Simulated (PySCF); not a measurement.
A structure optimised at PBE0-D3(BJ)/def2-SVP, used in a PySCF frequency run:

```
S
F 1 1.5808
F 1 1.5808 2 101.08
F 1 1.6579 2 87.53 3 87.00
F 1 1.6579 2 87.53 4 -174.00
```
Charge 0, spin multiplicity 1.

### Question
Write its SMILES, formula and point group.

### Answer
FS(F)(F)F, F4S, C2v

### Question
What are its rotational constants (standard atomic weights)?

### Answer
6.4168, 4.0070, 3.1477 GHz
